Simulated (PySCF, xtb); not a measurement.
BeHI, SMILES [I][BeH].

Harmonic wavenumbers (cm⁻¹) from GFN2-xTB (xtb) at its own minimum, in rising order: 274, 274, 683, 2136.

Problem. What does r2SCAN-D4/def2-TZVPD (PySCF 2.14.0) give at its own minimum? (The exact figures need the calculation; the answer reports its results.)

Solution. 491, 491, 603, 2170. Paired by order, the mean absolute difference is 137 cm⁻¹ and the zero-point energies are 4.8 and 5.4 kcal/mol.
